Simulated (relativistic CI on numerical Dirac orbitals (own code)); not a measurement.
Rh²⁺: L2,3 absorption edge

Computed with this model: Dirac-Coulomb-Breit CI, orbitals from a KLI potential per configuration, a model potential for QED, multiplet model of core-to-valence dipole absorption, unscaled Slater integrals; configurations [Kr] 4d7 → [He] 2s2 2p5 3s2 3p6 3d10 4s2 4p6 4d8; 300 K; Lorentzian 1.6 eV and Gaussian 0.5 eV FWHM. Energies are those of the free ion, without screening or charge transfer. The branching ratio is the share of the lower-energy edge in the whole absorption, uncertain by about 0.02 where the edges overlap. S is read from ⟨S²⟩ = S(S + 1).

Field parameters in Wybourne normalisation: Oh B⁴₀ = 21Dq, B⁴₄ = √(5/14) B⁴₀. The field is a parameter set, without covalency.

Case Oh, 10Dq = 16550 cm⁻¹, the dichroism is that of the ground state at zero temperature, magnetised by exchange field 10 meV on Sz. The dichroism I(Δm = −1) − I(Δm = +1), over the sum of the three polarisations, integrates to -0.1718 on the lower edge and 0.0302 on the upper edge. The branching ratio is 0.833.

**Question.** Use the orbital sum rule with 3 holes to get ⟨Lz⟩.

**Answer.** For a p → d edge ⟨Lz⟩ = 2 × n_h × (sum of both integrals) in this sign convention = -0.85; the ground state itself has ⟨Lz⟩ = -0.82 and ⟨Sz⟩ = -1.00. The rule assumes one radial integral for both edges, which relativistic orbitals only approach.
